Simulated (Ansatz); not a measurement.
Relaxation of F2H6HfO2Si2 (13 atoms, charge 0, multiplicity 1), to a largest force component of 0.02 eV/Å in at most 40 steps.

Level of theory: RKS PBE/def2-SVP in Ansatz.

```xyz
13
Properties=species:S:1:pos:R:3
Hf 0.000 0.000 0.000
O 0.000 0.000 2.070
Si -1.315 -0.407 3.034
H -2.239 -1.240 2.270
H -0.851 -1.143 4.206
H -1.999 0.809 3.463
F 1.867 0.000 -0.659
O -0.975 1.689 -0.689
Si -2.584 1.744 -1.169
H -3.396 0.960 -0.244
H -3.046 3.130 -1.168
H -2.710 1.192 -2.515
F -0.933 -1.616 -0.659
```

Question: Where does it end, and by what steps?

Answer: The forces met the threshold. After 14 steps the energy has fallen by 0.762 eV; H4 moved furthest, 1.29 Å.

```json
{"step": "0", "energy less start (eV)": "0.0000", "largest force component (eV/Å)": "2.497", "accepted": "yes"}
{"step": "1", "energy less start (eV)": "-0.4857", "largest force component (eV/Å)": "0.559", "accepted": "yes"}
{"step": "2", "energy less start (eV)": "-0.5550", "largest force component (eV/Å)": "0.179", "accepted": "yes"}
{"step": "3", "energy less start (eV)": "-0.6210", "largest force component (eV/Å)": "0.174", "accepted": "yes"}
{"step": "4", "energy less start (eV)": "-0.6601", "largest force component (eV/Å)": "0.307", "accepted": "yes"}
{"step": "5", "energy less start (eV)": "-0.6776", "largest force component (eV/Å)": "0.535", "accepted": "yes"}
{"step": "6", "energy less start (eV)": "-0.7308", "largest force component (eV/Å)": "0.088", "accepted": "yes"}
{"step": "7", "energy less start (eV)": "-0.7478", "largest force component (eV/Å)": "0.060", "accepted": "yes"}
{"step": "8", "energy less start (eV)": "-0.7504", "largest force component (eV/Å)": "0.185", "accepted": "yes"}
{"step": "9", "energy less start (eV)": "-0.7541", "largest force component (eV/Å)": "0.184", "accepted": "yes"}
{"step": "10", "energy less start (eV)": "-0.7592", "largest force component (eV/Å)": "0.045", "accepted": "yes"}
{"step": "11", "energy less start (eV)": "-0.7608", "largest force component (eV/Å)": "0.025", "accepted": "yes"}
{"step": "12", "energy less start (eV)": "-0.7615", "largest force component (eV/Å)": "0.035", "accepted": "yes"}
{"step": "13", "energy less start (eV)": "-0.7619", "largest force component (eV/Å)": "0.024", "accepted": "yes"}
{"step": "14", "energy less start (eV)": "-0.7621", "largest force component (eV/Å)": "0.012", "accepted": "yes"}
```

```xyz
13
Properties=species:S:1:pos:R:3
Hf -0.216 -0.146 -0.010
O -0.738 -0.432 1.848
Si -1.194 -0.627 3.454
H -2.427 -1.485 3.527
H -0.078 -1.283 4.219
H -1.489 0.718 4.059
F 1.482 0.764 -0.058
O -1.554 0.941 -0.921
Si -2.714 1.912 -1.655
H -4.057 1.648 -1.032
H -2.352 3.360 -1.468
H -2.775 1.599 -3.124
F -0.067 -1.849 -0.900
```

Time of the run: 41 s on 4 threads of Arm Neoverse V2, on a shared host, peak memory 0.24 GiB.
